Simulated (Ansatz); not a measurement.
Input file for Ansatz (a quantum-chemistry and plane-wave program): U-B3LYP-D3(BJ)/def2-TZVP on CH2Cl (SMILES [CH2]Cl).

Ansatz 0.2 input:
```yaml
crystal:
  periodic: [false, false, false]
  atoms:
    - {symbol: C, position_ang: [-0.16300000, 0.00640000, -0.01570000]}
    - {symbol: Cl, position_ang: [1.50350000, -0.05890000, 0.14510000]}
    - {symbol: H, position_ang: [-0.63310000, 0.96650000, -0.06800000]}
    - {symbol: H, position_ang: [-0.70740000, -0.91400000, -0.06130000]}
basis:
  gaussian:
    orbitals: def2-TZVP
hamiltonian:
  xc: b3lyp
  dispersion: d3bj
magnetization: {spin_polarized: true, initial_magnetization: 1}
relax: {f_tol: 0.004, max_steps: 120}
```

The log:

```
WARN ansatz: RAYON_NUM_THREADS=4 ignored (pool sized by the plan → 4); use --threads N
Functional definition: B3LYP
integrals: 0.01 GiB planned
531 factors; their error is unknown
mean field: 0.24 GiB planned
mean field evaluation 1: about -13587.2413 eV, gradient 3.0e1 eV
mean field evaluation 2: about -13582.9018 eV, gradient 4.1e1 eV
mean field evaluation 4: about -13591.7503 eV, gradient 1.4e0 eV
mean field evaluation 8: about -13591.7625 eV, gradient 3.8e-2 eV
mean field evaluation 16: about -13591.7869 eV, gradient 2.9e-5 eV
mean field -13591.78691307 eV, -499.4889562113 hartree, gradient 2.9e-5 eV, S^2 0.754725; 0 other end points of the search recorded, 0 dependent functions left out
the calculation of the forces begins
reference -13591.78710169 eV, -499.4889631427 hartree; 13, 12 occupied and 67, 68 virtual orbitals, 531 factors
relax step   1: F+E_penalty+E_count = -13591.87036921 eV  Δ(F+E_penalty+E_count) = +0.000e0 eV  max|allowed force component| = 5.635e-1 eV/Å  Δτ_max = 0.0000 Å  (27 SCF iters, accepted)
these checks for a lower state are left out or cut short: starts, cluster_reference, orbital_swaps, neighbouring_geometries, increment
integrals: 0.01 GiB planned
531 factors; their error is unknown
mean field: 0.24 GiB planned
mean field -13591.79254494 eV, -499.4891631786 hartree, gradient 1.4e-5 eV, S^2 0.754776; 0 other end points of the search recorded, 0 dependent functions left out
the calculation of the forces begins
reference -13591.79273372 eV, -499.4891701163 hartree; 13, 12 occupied and 67, 68 virtual orbitals, 531 factors
relax step   2: F+E_penalty+E_count = -13591.87592427 eV  Δ(F+E_penalty+E_count) = -5.555e-3 eV  max|allowed force component| = 3.336e-1 eV/Å  Δτ_max = 0.0065 Å  (33 SCF iters, accepted)
these checks for a lower state are left out or cut short: starts, cluster_reference, orbital_swaps, neighbouring_geometries, increment
integrals: 0.01 GiB planned
531 factors; their error is unknown
mean field: 0.24 GiB planned
mean field -13591.79402408 eV, -499.4892175362 hartree, gradient 1.4e-5 eV, S^2 0.754804; 0 other end points of the search recorded, 0 dependent functions left out
the calculation of the forces begins
reference -13591.79421331 eV, -499.4892244900 hartree; 13, 12 occupied and 67, 68 virtual orbitals, 531 factors
relax step   3: F+E_penalty+E_count = -13591.87735236 eV  Δ(F+E_penalty+E_count) = -1.428e-3 eV  max|allowed force component| = 2.919e-1 eV/Å  Δτ_max = 0.0139 Å  (32 SCF iters, accepted)
these checks for a lower state are left out or cut short: starts, cluster_reference, orbital_swaps, neighbouring_geometries, increment
integrals: 0.01 GiB planned
531 factors; their error is unknown
mean field: 0.24 GiB planned
mean field evaluation 32: about -13591.7695 eV, gradient 5.8e-4 eV
mean field -13591.79527120 eV, -499.4892633667 hartree, gradient 1.4e-5 eV, S^2 0.754813; 0 other end points of the search recorded, 0 dependent functions left out
the calculation of the forces begins
reference -13591.79546022 eV, -499.4892703132 hartree; 13, 12 occupied and 67, 68 virtual orbitals, 531 factors
relax step   4: F+E_penalty+E_count = -13591.87857701 eV  Δ(F+E_penalty+E_count) = -1.225e-3 eV  max|allowed force component| = 5.754e-3 eV/Å  Δτ_max = 0.0070 Å  (33 SCF iters, accepted)
these checks for a lower state are left out or cut short: starts, cluster_reference, orbital_swaps, neighbouring_geometries, increment
integrals: 0.01 GiB planned
531 factors; their error is unknown
mean field: 0.24 GiB planned
mean field -13591.79527120 eV, -499.4892633667 hartree, gradient 2.2e-5 eV, S^2 0.754814; 0 other end points of the search recorded, 0 dependent functions left out
the calculation of the forces begins
reference -13591.79546023 eV, -499.4892703134 hartree; 13, 12 occupied and 67, 68 virtual orbitals, 531 factors
relax step   5: F+E_penalty+E_count = -13591.87857890 eV  Δ(F+E_penalty+E_count) = -1.888e-6 eV  max|allowed force component| = 1.727e-4 eV/Å  Δτ_max = 0.0009 Å  (23 SCF iters, accepted)
integrals: 0.01 GiB planned
531 factors; their error is unknown
mean field: 0.24 GiB planned
mean field -13591.79527120 eV, -499.4892633667 hartree, gradient 2.2e-5 eV, S^2 0.754814; 1 other end points of the search recorded, 0 dependent functions left out
the calculation of the forces begins
reference -13591.79546023 eV, -499.4892703134 hartree; 13, 12 occupied and 67, 68 virtual orbitals, 531 factors
Total energy: -13591.87876793 eV, -499.4923318150 hartree
Atom 0 at    -0.171854     0.006732    -0.016410 Å, force    -0.000107     0.000024    -0.000102 eV/Å
Atom 1 at     1.516813    -0.059414     0.146357 Å, force     0.000034    -0.000006     0.000024 eV/Å
Atom 2 at    -0.634896     0.977465    -0.068312 Å, force     0.000030    -0.000173     0.000040 eV/Å
Atom 3 at    -0.710063    -0.924782    -0.061535 Å, force     0.000043     0.000155     0.000039 eV/Å
Dipole moment:    -0.211900     0.008300    -0.020521 e Å
```

The calculation finished and met its thresholds.

Cost: around 12 core-seconds (rough).
